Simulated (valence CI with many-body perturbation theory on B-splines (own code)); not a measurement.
## E1 transitions of Pm⁴⁶⁺

Level of theory: relativistic CI+MBPT: five valence electrons over a frozen Dirac-Fock core [Ne], a basis of 11 s, 11 p, 10 d, 8 f, 5 g, 2 h functions for each j, with the one-electron correlation potential Σ1 (screened to all orders), the two-electron term Σ2, the three-electron term Σ3, Breit, model QED; selected single and double excitations, second order for the rest, scaled by the run's own slope (own B-spline code, finite nucleus).

The last digits are not significant, and no measured levels were compared; by estimate large intervals hold to a few tenths of a per cent, small ones and those within an open d or f shell to about a per cent. Among the levels kept, up to 3200 cm⁻¹ of a level comes from second order outside the variational space, and about a tenth of that is noise between levels of different J, which matters for small intervals.

Lines 151 to 200 of 563 in falling wavelength, among levels below 748.22 eV, chosen from the strongest by gf and those to the six lowest levels. Wavelengths and rates use the calculated energies. Electric multipoles are in the length gauge with retardation, E1 and E2 with the static RPA response of the core. Weak lines are less certain than strong ones. Lines between different terms over intervals too small for the method are left out, as are lines whose strength nearly cancels. Where a level lies close to another of its J and parity, the split of strength between their lines is uncertain. The highest levels of a list are the least certain.

Levels are named by their leading jj configuration (3d3/2^4 stands for four electrons in 3d with j = 3/2), which in mixed levels can hold well under half, so a name can repeat and another be missing. Letters in brackets count levels of one name in rising energy.

| λ vac (nm) | Upper | Lower | A (s⁻¹) | S (a.u.) |
| --- | --- | --- | --- | --- |
| 5.462 | (3s 3p1/2^2 3p3/2 3d5/2) J=5/2 [b] | (3s 3p1/2^2 3p3/2^2) J=3/2 | 1.89e+11 | 9.11e-02 |
| 5.453 | (3s 3p1/2^2 3d3/2 3d5/2) J=5/2 [a] | (3s 3p1/2^2 3p3/2 3d3/2) J=3/2 [a] | 7.54e+10 | 3.62e-02 |
| 5.448 | (3s^2 3p3/2 3d5/2^2) J=7/2 [a] | (3s^2 3p3/2^2 3d5/2) J=9/2 | 3.39e+10 | 2.16e-02 |
| 5.435 | (3s^2 3p3/2 3d3/2 3d5/2) J=9/2 [b] | (3s^2 3p3/2^2 3d5/2) J=9/2 | 1.58e+10 | 1.25e-02 |
| 5.423 | (3s 3p1/2^2 3p3/2 3d5/2) J=3/2 [b] | (3s 3p1/2^2 3p3/2^2) J=1/2 | 8.42e+10 | 2.65e-02 |
| 5.405 | (3s^2 3p3/2 3d5/2^2) J=7/2 [a] | (3s^2 3p3/2^2 3d5/2) J=7/2 | 2.57e+10 | 1.60e-02 |
| 5.404 | (3s^2 3p3/2 3d3/2 3d5/2) J=1/2 [b] | (3s^2 3p3/2^2 3d3/2) J=3/2 [b] | 8.40e+10 | 1.31e-02 |
| 5.399 | (3s^2 3p3/2 3d3/2 3d5/2) J=1/2 [b] | (3s^2 3p3/2^2 3d5/2) J=1/2 | 1.06e+11 | 1.65e-02 |
| 5.396 | (3s^2 3p1/2 3p3/2 3d5/2) J=7/2 [b] | (3s^2 3p1/2 3p3/2^2) J=5/2 | 2.00e+11 | 1.24e-01 |
| 5.393 | (3p1/2^2 3p3/2^2 3d3/2) J=7/2 | (3s 3p1/2^2 3p3/2 3d5/2) J=5/2 [b] | 2.90e+10 | 1.80e-02 |
| 5.392 | (3s^2 3p3/2 3d3/2 3d5/2) J=9/2 [b] | (3s^2 3p3/2^2 3d5/2) J=7/2 | 8.04e+10 | 6.22e-02 |
| 5.381 | (3s 3p1/2^2 3d3/2 3d5/2) J=3/2 [a] | (3s 3p1/2^2 3p3/2 3d3/2) J=1/2 [a] | 7.45e+10 | 2.29e-02 |
| 5.373 | (3s 3p1/2 3p3/2^2 3d5/2) J=7/2 [d] | (3s 3p1/2 3p3/2^3) J=5/2 | 2.09e+10 | 1.28e-02 |
| 5.371 | (3s 3p1/2 3p3/2^2 3d5/2) J=5/2 [e] | (3s 3p1/2 3p3/2^3) J=5/2 | 4.83e+10 | 2.22e-02 |
| 5.364 | (3s^2 3p1/2 3p3/2 3d5/2) J=5/2 [b] | (3s^2 3p1/2 3p3/2^2) J=5/2 | 3.76e+10 | 1.72e-02 |
| 5.349 | (3s^2 3p3/2 3d5/2^2) J=9/2 | (3s^2 3p3/2^2 3d5/2) J=9/2 | 8.76e+10 | 6.61e-02 |
| 5.347 | (3s^2 3p3/2 3d3/2 3d5/2) J=7/2 [c] | (3s^2 3p3/2^2 3d3/2) J=7/2 | 3.11e+10 | 1.88e-02 |
| 5.334 | (3s^2 3p3/2 3d3/2 3d5/2) J=5/2 [d] | (3s^2 3p3/2^2 3d3/2) J=3/2 [b] | 1.71e+11 | 7.68e-02 |
| 5.333 | (3s 3p1/2^2 3d3/2 3d5/2) J=9/2 | (3s 3p1/2^2 3p3/2 3d3/2) J=7/2 | 1.25e+11 | 9.37e-02 |
| 5.331 | (3s^2 3p3/2 3d5/2^2) J=3/2 | (3s^2 3p3/2^2 3d5/2) J=5/2 [a] | 1.52e+11 | 4.55e-02 |
| 5.324 | (3s^2 3p3/2 3d3/2 3d5/2) J=7/2 [c] | (3s^2 3p3/2^2 3d3/2) J=5/2 | 2.35e+11 | 1.40e-01 |
| 5.313 | (3s 3p1/2 3p3/2^2 3d5/2) J=5/2 [g] | (3s 3p1/2 3p3/2^3) J=3/2 [b] | 2.92e+11 | 1.30e-01 |
| 5.313 | (3s^2 3p1/2 3d5/2^2) J=5/2 | (3s^2 3p1/2 3p3/2 3d5/2) J=5/2 [a] | 1.20e+11 | 5.32e-02 |
| 5.313 | (3s^2 3p1/2 3d5/2^2) J=7/2 | (3s^2 3p1/2 3p3/2 3d3/2) J=5/2 [b] | 2.03e+10 | 1.20e-02 |
| 5.308 | (3s 3p1/2^2 3d5/2^2) J=5/2 | (3s 3p1/2^2 3p3/2 3d5/2) J=5/2 [a] | 1.14e+11 | 5.04e-02 |
| 5.308 | (3s^2 3p3/2 3d5/2^2) J=7/2 [b] | (3s^2 3p3/2^2 3d5/2) J=5/2 [a] | 1.77e+10 | 1.04e-02 |
| 5.307 | (3s^2 3p3/2 3d5/2^2) J=9/2 | (3s^2 3p3/2^2 3d5/2) J=7/2 | 9.82e+10 | 7.25e-02 |
| 5.305 | (3s 3p1/2 3p3/2^2 3d5/2) J=7/2 [a] | (3s^2 3p1/2 3p3/2 3d5/2) J=5/2 [b] | 1.42e+11 | 8.39e-02 |
| 5.293 | (3s 3p1/2 3p3/2^2 3d5/2) J=7/2 [e] | (3s 3p1/2 3p3/2^3) J=5/2 | 2.24e+11 | 1.31e-01 |
| 5.291 | (3s 3p1/2^2 3d5/2^2) J=3/2 | (3s 3p1/2^2 3p3/2 3d5/2) J=3/2 [a] | 5.07e+10 | 1.48e-02 |
| 5.283 | (3s^2 3p3/2 3d5/2^2) J=5/2 [b] | (3s^2 3p3/2^2 3d5/2) J=5/2 [a] | 1.44e+11 | 6.28e-02 |
| 5.270 | (3s 3p1/2 3p3/2^2 3d3/2) J=7/2 [a] | (3s^2 3p1/2 3p3/2 3d3/2) J=5/2 [b] | 2.54e+10 | 1.47e-02 |
| 5.252 | (3s 3p1/2 3p3/2^2 3d5/2) J=3/2 [e] | (3s 3p1/2 3p3/2^3) J=3/2 [b] | 1.31e+11 | 3.75e-02 |
| 5.249 | (3s^2 3p1/2 3p3/2 3d5/2) J=3/2 [b] | (3s^2 3p1/2 3p3/2^2) J=5/2 | 4.04e+10 | 1.15e-02 |
| 5.248 | (3s 3p1/2 3p3/2^2 3d5/2) J=3/2 [b] | (3s 3p1/2 3p3/2^3) J=3/2 [a] | 2.42e+11 | 6.91e-02 |
| 5.239 | (3s 3p1/2^2 3d5/2^2) J=7/2 | (3s 3p1/2^2 3p3/2 3d5/2) J=5/2 [a] | 2.07e+10 | 1.18e-02 |
| 5.239 | (3s 3p1/2^2 3p3/2 3d3/2) J=3/2 [b] | (3s^2 3p1/2^2 3d5/2) J=5/2 | 4.52e+09 | 1.28e-03 |
| 5.227 | (3s 3p1/2 3p3/2^2 3d5/2) J=5/2 [d] | (3s 3p1/2 3p3/2^3) J=3/2 [a] | 2.47e+11 | 1.04e-01 |
| 5.225 | (3s^2 3p3/2^2 3d5/2) J=3/2 | (3s^2 3p3/2^3) J=3/2 | 3.46e+11 | 9.76e-02 |
| 5.225 | (3s^2 3p1/2 3d5/2^2) J=3/2 | (3s^2 3p1/2 3p3/2 3d3/2) J=3/2 [b] | 7.62e+10 | 2.15e-02 |
| 5.223 | (3s 3p1/2^2 3d5/2^2) J=9/2 | (3s 3p1/2^2 3p3/2 3d5/2) J=9/2 | 4.22e+10 | 2.97e-02 |
| 5.220 | (3s 3p1/2 3p3/2^2 3d5/2) J=3/2 [e] | (3s 3p1/2 3p3/2^3) J=1/2 | 3.97e+11 | 1.11e-01 |
| 5.217 | (3s^2 3p1/2 3d5/2^2) J=3/2 | (3s^2 3p1/2 3p3/2 3d5/2) J=3/2 [a] | 7.75e+10 | 2.17e-02 |
| 5.217 | (3s^2 3p3/2 3d3/2 3d5/2) J=5/2 [c] | (3s^2 3p3/2^2 3d3/2) J=3/2 [a] | 1.56e+11 | 6.55e-02 |
| 5.213 | (3s 3p1/2 3p3/2^2 3d5/2) J=5/2 [f] | (3s 3p1/2 3p3/2^3) J=5/2 | 2.80e+11 | 1.18e-01 |
| 5.179 | (3s^2 3p3/2 3d3/2 3d5/2) J=5/2 [c] | (3s^2 3p3/2^2 3d3/2) J=5/2 | 9.68e+10 | 3.98e-02 |
| 5.176 | (3s 3p1/2^2 3d3/2 3d5/2) J=7/2 [b] | (3s 3p1/2^2 3p3/2 3d3/2) J=7/2 | 2.24e+10 | 1.22e-02 |
| 5.169 | (3s 3p1/2^2 3p3/2 3d5/2) J=7/2 [b] | (3s 3p1/2^2 3p3/2^2) J=5/2 | 9.95e+10 | 5.43e-02 |
| 5.166 | (3s^2 3p3/2 3d3/2 3d5/2) J=9/2 [b] | (3s^2 3p3/2^2 3d3/2) J=7/2 | 2.99e+11 | 2.03e-01 |
| 5.157 | (3s^2 3p3/2 3d5/2^2) J=7/2 [a] | (3s^2 3p3/2^2 3d3/2) J=5/2 | 3.51e+10 | 1.90e-02 |
